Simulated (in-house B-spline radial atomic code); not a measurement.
A calculation on Sn⁸⁺ (an excited or competing configuration): its settings, and results tabulated from the run. Method: Dirac-Hartree-Fock, average of configuration, Fermi nucleus of rms radius 4.6519 fm. Calculated with a B-spline radial code for spherical atoms.

Command:
```bash
python run_scf.py task.json out
```
Settings (nuclear radius in fm, mass in u):
```
Z                50
configuration    [Kr] 4d5 7f1
hamiltonian      dirac
method           hf
spin_polarised   False
nucleus          fermi
rms_radius       4.6519
atomic_mass      119.9022
speed_of_light   137.035999084
```

Output (hartree, bohr):
```
 radial grid: 69 intervals, B-splines of order 8, outer radius 28.1609 bohr

 iter        energy (Eh)    residual
    1       -6135.963292    1.02e+00
    2       -6150.745102    3.31e-01
    3       -6152.278101    9.60e-02
    4       -6152.444264    3.48e-02
    5       -6152.463528    1.37e-02
    6       -6152.465815    1.07e-03
    7       -6152.465828    5.83e-05
    8       -6152.465828    3.70e-06
    9       -6152.465828    2.83e-07

 total energy                     -6152.46583
 kinetic                            6480.2301
 electron-nucleus                 -14698.9720
 electron-electron                  2066.2761

 first-order corrections (not in the total)
   Gaunt                             4.9243
   retardation                      -0.5028
   frequency dependence             -0.0430
   self-energy                       3.3396
   Uehling                          -0.4350
   Wichmann-Kroll                    0.0090
   recoil                            0.0192

 orbital      occ     eigenvalue          <r>       <r^2>       <1/r>     <1/r^2>       r_max    small
 1s1/2      2.000     -1085.2828    0.0290485  0.00114235      53.085     6085.53     0.01878  3.37e-02
 2s1/2      2.000      -172.2936     0.124903   0.0184596     12.3355     703.118      0.1061  7.17e-03
 2p1/2      2.000      -160.8638     0.105885   0.0137841     12.2787     225.271     0.08189  7.15e-03
 2p3/2      4.000      -152.3504     0.111212   0.0150783     11.4414     178.302     0.08637  6.83e-03
 3s1/2      2.000       -39.4059     0.336727    0.129706      4.3827     139.436      0.3065  2.09e-03
 3p1/2      2.000       -34.7246     0.327977    0.124944     4.28216      44.584      0.2935  2.03e-03
 3p3/2      4.000       -33.1180     0.338696    0.133043     4.08089      35.694      0.3034  1.95e-03
 3d3/2      4.000       -24.9314     0.310912    0.114599     3.91013     19.2508      0.2492  1.81e-03
 3d5/2      6.000       -24.6045      0.31437    0.117015     3.85776     18.6353      0.2521  1.79e-03
 4s1/2      2.000       -11.2493     0.793255    0.707233     1.74786     29.1988       0.735  5.81e-04
 4p1/2      2.000        -9.5101     0.826091    0.771922     1.65165     9.12818      0.7566  5.33e-04
 4p3/2      4.000        -9.1879     0.848001    0.812912     1.59488     7.43166      0.7776  5.12e-04
 4d3/2      2.000        -6.5527     0.933456    0.999496     1.40303      3.5915      0.8299  4.16e-04
 4d5/2      3.000        -6.5009     0.941242     1.01585     1.38878     3.48711      0.8371  4.10e-04
 7f5/2      0.429        -0.9441      6.46794     47.4488    0.227108    0.138175        7.18  3.58e-05
 7f7/2      0.571        -0.9436       6.4715     47.5006    0.226921    0.137688       7.185  3.58e-05
```

Cost of the run: 2 s on 1 thread of Arm Neoverse N1, on a shared host.

For the Dirac Hamiltonian the kinetic term is c α·p + (β - 1)c².
